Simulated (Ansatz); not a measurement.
Ansatz (an electronic-structure program) input (B3LYP/6-31G* with LANL2DZ past Ar): The .json file joins the Basis Set Exchange's 6-31G* for atoms up to Ar and LANL2DZ past it.

Ansatz 0.2 input:
```yaml
crystal:
  periodic: [false, false, false]
  atoms:
    - {symbol: V, position_ang: [0.13835394, -0.12189543, -0.27770666]}
    - {symbol: O, position_ang: [-1.27446550, -0.82917990, 0.10868903]}
    - {symbol: O, position_ang: [-0.47971917, 1.37138943, -0.46127592]}
    - {symbol: F, position_ang: [1.20570408, -0.17045348, 1.02310536]}
basis:
  gaussian:
    orbitals: 6-31Gs+LANL2DZ.json
hamiltonian:
  xc: {name: B3LYP}
total_charge: 1
magnetization: {spin_polarized: true, initial_magnetization: 1}
phonons: {temperatures: {t_min: 298.15, t_max: 298.15, t_step: 100}}
```

Output:

```
Functional definition: B3LYP
integrals: 0.02 GiB planned
739 factors; integrals over basis functions are off by at most 4.2e-4 eV
mean field: 0.32 GiB planned
mean field evaluation 1: about -8722.3783 eV, gradient 7.7e1 eV
mean field evaluation 2: about -8304.5488 eV, gradient 2.8e2 eV
mean field evaluation 4: about -8738.5429 eV, gradient 3.4e1 eV
mean field evaluation 8: about -8742.3324 eV, gradient 5.4e0 eV
mean field evaluation 16: about -8742.4582 eV, gradient 2.5e-3 eV
mean field -8742.45823780 eV, -321.2794143881 hartree, gradient 8.0e-5 eV, S^2 0.882289; 2 other end points of the search recorded, 0 dependent functions left out
the calculation of the forces begins
reference -8742.45855684 eV, -321.2794261127 hartree; 19, 18 occupied and 48, 49 virtual orbitals, 739 factors
these checks for a lower state are left out or cut short: stability, starts, cluster_reference, orbital_swaps, neighbouring_geometries, increment
integrals: 0.02 GiB planned
739 factors; integrals over basis functions are off by at most 4.2e-4 eV
mean field: 0.32 GiB planned
mean field evaluation 32: about -8742.4581 eV, gradient 3.5e-4 eV
mean field -8742.45806428 eV, -321.2794080112 hartree, gradient 2.0e-6 eV, S^2 0.884176; 0 other end points of the search recorded, 0 dependent functions left out
the calculation of the forces begins
reference -8742.45838331 eV, -321.2794197357 hartree; 19, 18 occupied and 48, 49 virtual orbitals, 739 factors
these checks for a lower state are left out or cut short: stability, starts, cluster_reference, orbital_swaps, neighbouring_geometries, increment
integrals: 0.02 GiB planned
739 factors; integrals over basis functions are off by at most 4.2e-4 eV
mean field: 0.32 GiB planned
mean field -8742.45806406 eV, -321.2794080032 hartree, gradient 2.2e-6 eV, S^2 0.880434; 0 other end points of the search recorded, 0 dependent functions left out
the calculation of the forces begins
reference -8742.45838310 eV, -321.2794197279 hartree; 19, 18 occupied and 48, 49 virtual orbitals, 739 factors
these checks for a lower state are left out or cut short: stability, starts, cluster_reference, orbital_swaps, neighbouring_geometries, increment
integrals: 0.02 GiB planned
739 factors; integrals over basis functions are off by at most 4.2e-4 eV
mean field: 0.32 GiB planned
mean field -8742.45817029 eV, -321.2794119072 hartree, gradient 2.1e-6 eV, S^2 0.881977; 0 other end points of the search recorded, 0 dependent functions left out
the calculation of the forces begins
reference -8742.45848922 eV, -321.2794236278 hartree; 19, 18 occupied and 48, 49 virtual orbitals, 739 factors
these checks for a lower state are left out or cut short: stability, starts, cluster_reference, orbital_swaps, neighbouring_geometries, increment
integrals: 0.02 GiB planned
739 factors; integrals over basis functions are off by at most 4.2e-4 eV
mean field: 0.32 GiB planned
mean field -8742.45817121 eV, -321.2794119410 hartree, gradient 1.9e-6 eV, S^2 0.882562; 0 other end points of the search recorded, 0 dependent functions left out
the calculation of the forces begins
reference -8742.45849036 eV, -321.2794236695 hartree; 19, 18 occupied and 48, 49 virtual orbitals, 739 factors
these checks for a lower state are left out or cut short: stability, starts, cluster_reference, orbital_swaps, neighbouring_geometries, increment
integrals: 0.02 GiB planned
739 factors; integrals over basis functions are off by at most 4.2e-4 eV
mean field: 0.32 GiB planned
mean field -8742.45817793 eV, -321.2794121879 hartree, gradient 1.6e-6 eV, S^2 0.881010; 0 other end points of the search recorded, 0 dependent functions left out
the calculation of the forces begins
reference -8742.45849684 eV, -321.2794239078 hartree; 19, 18 occupied and 48, 49 virtual orbitals, 739 factors
these checks for a lower state are left out or cut short: stability, starts, cluster_reference, orbital_swaps, neighbouring_geometries, increment
integrals: 0.02 GiB planned
739 factors; integrals over basis functions are off by at most 4.2e-4 eV
mean field: 0.32 GiB planned
mean field evaluation 64: about -8742.4582 eV, gradient 2.6e-4 eV
mean field -8742.45817903 eV, -321.2794122284 hartree, gradient 2.1e-6 eV, S^2 0.883553; 0 other end points of the search recorded, 0 dependent functions left out
the calculation of the forces begins
reference -8742.45849820 eV, -321.2794239576 hartree; 19, 18 occupied and 48, 49 virtual orbitals, 739 factors
these checks for a lower state are left out or cut short: stability, starts, cluster_reference, orbital_swaps, neighbouring_geometries, increment
integrals: 0.02 GiB planned
739 factors; integrals over basis functions are off by at most 4.2e-4 eV
mean field: 0.32 GiB planned
mean field -8742.45821577 eV, -321.2794135784 hartree, gradient 1.5e-6 eV, S^2 0.881654; 0 other end points of the search recorded, 0 dependent functions left out
the calculation of the forces begins
reference -8742.45853470 eV, -321.2794252990 hartree; 19, 18 occupied and 48, 49 virtual orbitals, 739 factors
these checks for a lower state are left out or cut short: stability, starts, cluster_reference, orbital_swaps, neighbouring_geometries, increment
integrals: 0.02 GiB planned
739 factors; integrals over basis functions are off by at most 4.2e-4 eV
mean field: 0.32 GiB planned
mean field -8742.45821761 eV, -321.2794136461 hartree, gradient 2.6e-6 eV, S^2 0.882919; 0 other end points of the search recorded, 0 dependent functions left out
the calculation of the forces begins
reference -8742.45853676 eV, -321.2794253747 hartree; 19, 18 occupied and 48, 49 virtual orbitals, 739 factors
these checks for a lower state are left out or cut short: stability, starts, cluster_reference, orbital_swaps, neighbouring_geometries, increment
integrals: 0.02 GiB planned
739 factors; integrals over basis functions are off by at most 4.2e-4 eV
mean field: 0.32 GiB planned
mean field -8742.45822940 eV, -321.2794140795 hartree, gradient 1.5e-6 eV, S^2 0.882661; 0 other end points of the search recorded, 0 dependent functions left out
the calculation of the forces begins
reference -8742.45854847 eV, -321.2794258049 hartree; 19, 18 occupied and 48, 49 virtual orbitals, 739 factors
these checks for a lower state are left out or cut short: stability, starts, cluster_reference, orbital_swaps, neighbouring_geometries, increment
integrals: 0.02 GiB planned
739 factors; integrals over basis functions are off by at most 4.2e-4 eV
mean field: 0.32 GiB planned
mean field -8742.45822879 eV, -321.2794140570 hartree, gradient 2.7e-6 eV, S^2 0.881914; 0 other end points of the search recorded, 0 dependent functions left out
the calculation of the forces begins
reference -8742.45854781 eV, -321.2794257807 hartree; 19, 18 occupied and 48, 49 virtual orbitals, 739 factors
these checks for a lower state are left out or cut short: stability, starts, cluster_reference, orbital_swaps, neighbouring_geometries, increment
integrals: 0.02 GiB planned
739 factors; integrals over basis functions are off by at most 4.2e-4 eV
mean field: 0.32 GiB planned
mean field evaluation 96: about -8742.4582 eV, gradient 1.1e-6 eV
mean field -8742.45818796 eV, -321.2794125567 hartree, gradient 1.1e-6 eV, S^2 0.882378; 0 other end points of the search recorded, 0 dependent functions left out
the calculation of the forces begins
reference -8742.45850718 eV, -321.2794242875 hartree; 19, 18 occupied and 48, 49 virtual orbitals, 739 factors
these checks for a lower state are left out or cut short: stability, starts, cluster_reference, orbital_swaps, neighbouring_geometries, increment
integrals: 0.02 GiB planned
739 factors; integrals over basis functions are off by at most 4.2e-4 eV
mean field: 0.32 GiB planned
mean field -8742.45818764 eV, -321.2794125449 hartree, gradient 1.3e-6 eV, S^2 0.882196; 0 other end points of the search recorded, 0 dependent functions left out
the calculation of the forces begins
reference -8742.45850652 eV, -321.2794242633 hartree; 19, 18 occupied and 48, 49 virtual orbitals, 739 factors
these checks for a lower state are left out or cut short: stability, starts, cluster_reference, orbital_swaps, neighbouring_geometries, increment
integrals: 0.02 GiB planned
739 factors; integrals over basis functions are off by at most 4.2e-4 eV
mean field: 0.32 GiB planned
mean field -8742.45819339 eV, -321.2794127560 hartree, gradient 1.0e-6 eV, S^2 0.882411; 0 other end points of the search recorded, 0 dependent functions left out
the calculation of the forces begins
reference -8742.45851255 eV, -321.2794244852 hartree; 19, 18 occupied and 48, 49 virtual orbitals, 739 factors
these checks for a lower state are left out or cut short: stability, starts, cluster_reference, orbital_swaps, neighbouring_geometries, increment
integrals: 0.02 GiB planned
739 factors; integrals over basis functions are off by at most 4.2e-4 eV
mean field: 0.32 GiB planned
mean field -8742.45819284 eV, -321.2794127360 hartree, gradient 1.4e-6 eV, S^2 0.882164; 0 other end points of the search recorded, 0 dependent functions left out
the calculation of the forces begins
reference -8742.45851176 eV, -321.2794244559 hartree; 19, 18 occupied and 48, 49 virtual orbitals, 739 factors
Total energy: -8742.45855684 eV, -321.2794261127 hartree
Atom 0 at     0.138354    -0.121895    -0.277707 Å, force    -0.000059    -0.000036    -0.000219 eV/Å
Atom 1 at    -1.274466    -0.829180     0.108689 Å, force    -0.000132    -0.000365     0.000144 eV/Å
Atom 2 at    -0.479719     1.371389    -0.461276 Å, force     0.000140     0.000386    -0.000050 eV/Å
Atom 3 at     1.205704    -0.170453     1.023105 Å, force     0.000051     0.000014     0.000126 eV/Å
Dipole moment:     0.265159    -0.281724    -0.717974 e Å
Vibrations: 236.30 246.44 302.72 393.15 889.49 989.85 cm⁻¹, zero-point energy 0.189569 eV
```

The blocks after the first are displaced geometries, from whose forces the wavenumbers follow.

The dipole moment of an ion depends on the origin.

The determinant is spin-contaminated: <S^2> is 0.88 against 0.75 for a pure state.
